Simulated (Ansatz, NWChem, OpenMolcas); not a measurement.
## C3H10Si (trimethylsilane): the HOMO–LUMO gap, rung by rung

The species is C3H10Si (14 atoms), meant as a singlet with charge 0. SMILES: `C[SiH](C)C`. Geometry: relaxed at PBE0-D4/def2-TZVP.

Each level gives the HOMO–LUMO gap (eV). The values are calculated.

```csv
level,kind,program,value (eV),CPU time
HF/cc-pVDZ,Hartree–Fock,OpenMolcas,16.28,20 s
SVWN5/cc-pVDZ,LDA,Ansatz,7.96,7.8 s
M06-L/cc-pVDZ,meta-GGA,OpenMolcas,9.25,2.4 min
TPSS/cc-pVDZ,meta-GGA,NWChem,8.45,44 s
r2SCAN/cc-pVDZ,meta-GGA,OpenMolcas,9.04,2.3 min
BHLYP/cc-pVDZ,global hybrid,Ansatz,12.13,15 s
PBE0/cc-pVDZ,global hybrid,OpenMolcas,10.22,1.8 min
wB97M-V/cc-pVDZ,range-separated hybrid,Ansatz,14.08,1.8 min
```

The values span 7.96 to 16.28 eV. Orbital gaps aren't excitation energies; they tend to grow with the share of exact exchange. CPU times are rough (shared hosts, several kinds of processor): they show what a rung costs within a factor of a few.
